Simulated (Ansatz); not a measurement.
Reaction: HSeF (selenohypofluorous acid, SMILES F[SeH]) → HSe (SMILES [SeH], doublet) + F (doublet) (the F-Se bond breaks)
Each species at its own B3LYP-D3(BJ)/def2-TZVP minimum (Ansatz, an electronic-structure program).

Property: bond dissociation energy (electronic), in kcal/mol. UHF or UKS for unpaired electrons; spin-orbit terms are left out. Cores are frozen in correlated methods (noble-gas shells, and filled d and f shells in the p block). No relativity. CBS(X,Y): correlation extrapolated as X^-3, Hartree-Fock from the larger set (Q,5: extrapolated as (X+1)exp(-9√X)). A bracket is a step between two methods taken in the basis named. Double hybrids freeze cores in their MP2 part.

CCSD(T)/CBS(cc-pVQZ,cc-pV5Z) + [CCSDT(Q) - CCSD(T)]/cc-pVQZ + [CCSDTQ - CCSDT(Q)]/cc-pVDZ (Ansatz) gives 82.8 kcal/mol.

How far off this value is PBE/def2-TZVPD (Ansatz), in which direction, and how far these levels: r2SCAN/def2-TZVPD, B3LYP/def2-TZVPD, PBE0/def2-TZVPD, wB97M-V/def2-TZVPD, B2PLYP/def2-TZVPD, CCSD(T)/CBS(cc-pVQZ,cc-pV5Z)?

PBE gives 88.6 kcal/mol, 5.8 kcal/mol above it. Differences of the others: r2SCAN/def2-TZVPD (Ansatz) -2.2; B3LYP/def2-TZVPD (Ansatz) -2.9; PBE0/def2-TZVPD (Ansatz) -3.8; wB97M-V/def2-TZVPD (Ansatz) -1.8; B2PLYP/def2-TZVPD (Ansatz) -2.7; CCSD(T)/CBS(cc-pVQZ,cc-pV5Z) (Ansatz) -0.1 kcal/mol.
